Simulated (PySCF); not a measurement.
Cs2Br2 at several levels of theory

Computed with PySCF 2.14.0 (density fitting, no spin-orbit coupling) at the geometry relaxed with PBE0:

```xyz
4
Cs2Br2 (singlet)
Cs    0.0000    0.0000    2.3580
Cs    0.0000    0.0000   -2.3580
Br    2.3786    0.0000    0.0000
Br   -2.3786    0.0000    0.0000
```

```tsv
level	basis	state	HOMO (eV)	gap (eV)	charge on Cs1 (e)	dipole about the centre of mass (D)	largest force component (eV/Å)
PBE0	Cs def2-SVP with ECP46, Br def2-SVP	singlet	-6.07	5.29	0.61	0.00	0.03
M06-L	the same	singlet	-4.90	4.16	0.67	0.00	0.15
r2SCAN	the same	singlet	-5.13	4.47	0.62	0.00	0.09
TPSSh	the same	singlet	-5.44	4.51	0.61	0.00	0.07
PBE0	Cs def2-TZVP with ECP46, Br def2-TZVP	singlet	-6.27	5.53	0.78	0.00	0.02
PBE0	Cs x2c-SVPall, Br x2c-SVPall	singlet	-6.08	5.31	0.64	0.00	0.28
```

Charges are Mulliken's, which hang on the basis. The relaxation used the grid (50, 194), these runs (75, 302) or, all-electron (x2c bases, spin-free X2C Hamiltonian), (99, 590).

Q: What does TPSS with Cs def2-SVP with ECP46, Br def2-SVP give here?

A: state singlet, HOMO (eV) -4.97, gap (eV) 3.88, charge on Cs1 (e) 0.59, dipole about the centre of mass (D) 0.00, largest force component (eV/Å) 0.08. Time: 6.4 s on 2 threads of Arm Neoverse V1, with other jobs on the host, from an already converged density.

In the first row's basis the gap widens with exact exchange: 3.9 to 4.5 eV for TPSS, M06-L, r2SCAN (none); 4.5 to 5.3 eV for TPSSh, PBE0 (a fixed share).
